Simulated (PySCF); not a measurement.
Al(OH)(SiH3)2 (AlH7OSi2), SMILES [SiH3][Al]([OH])[SiH3].

The structure is a stationary point at r2SCAN-D4/def2-SVP. The geometry has at least one imaginary mode, so it is a saddle point at that level. The structure was generated by enumeration; whether it is a known compound was not checked. Other conformers were not sampled.

Two levels are set side by side: TDA-PBE/def2-SVPD (PySCF) and TDA-B3LYP/def2-SVPD (PySCF). Vertical, same geometry. The lowest singlet is HOMO→LUMO 99 % with PBE and HOMO→LUMO 99 % with the other functional; states are paired by order. Differences are taken from unrounded values.

```json
[
 {"quantity": "lowest singlet excitation (eV)", "TDA-PBE": "3.62"},
 {"quantity": "lowest triplet excitation (TDA) (eV)", "TDA-PBE": "3.09"},
 {"quantity": "first bright state (f over 0.05) (eV)", "TDA-PBE": "5.42"},
 {"quantity": "its oscillator strength", "TDA-PBE": "0.28"}
]
```

**Question.** These are the TDA-PBE values. What does TDA-B3LYP give? (Estimate from the structure and the level; the computed values follow.)

**Answer.** 
```json
[
 {"quantity": "lowest singlet excitation (eV)", "TDA-B3LYP": "3.85", "TDA-PBE minus TDA-B3LYP": "-0.24"},
 {"quantity": "lowest triplet excitation (TDA) (eV)", "TDA-B3LYP": "3.32", "TDA-PBE minus TDA-B3LYP": "-0.22"},
 {"quantity": "first bright state (f over 0.05) (eV)", "TDA-B3LYP": "5.75", "TDA-PBE minus TDA-B3LYP": "-0.33"},
 {"quantity": "its oscillator strength", "TDA-B3LYP": "0.40", "TDA-PBE minus TDA-B3LYP": "-0.11"}
]
```

A lower first singlet is the usual sign of a functional without exact exchange. Differences between two approximate levels are no errors against the true value.

Rough cost on one machine, each run with all the roots and properties that it gave: TDA-B3LYP against TDA-PBE about 2 times.
